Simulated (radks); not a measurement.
Ionisation of the thallium ion Tl+, [Hg], to [Xe] 4f14 5d10 6s1 as the strength of local exchange is varied. All-electron calculation, scalar-relativistic Kohn-Sham, Slater X-alpha exchange (alpha = 2/3 is LDA exchange), no correlation, spin-polarised, spherical densities, finite nucleus; Fermi nuclear charge, rms radius 5.4759 fm. Program: a radial shooting solver on a logarithmic mesh with Libxc functionals.

alpha  E(Tl+) (hartree)  exchange (hartree)  IE (eV)  -e of the level emptied (eV)  <r> of it (bohr)
0.603       -20186.6658           -323.7842   18.965                   14.785 (6s)             2.433
0.686       -20231.5499           -369.2066   19.816                   15.637 (6s)             2.394
0.84        -20315.1047           -454.0303   21.436                   17.272 (6s)             2.326
0.94        -20369.5528           -509.4902   22.516                   18.370 (6s)             2.284
x           -20221.2660           -358.7905   19.620                   15.440 (6s)             2.403

Which alpha was used in the last row?

Answer. alpha = 0.667. NIST Atomic Spectra Database: 20.428 eV (measured). The Delta-SCF value meets it near alpha = 0.74.

Beside tabulated values, note that scalar-relativistic runs lack spin-orbit coupling.
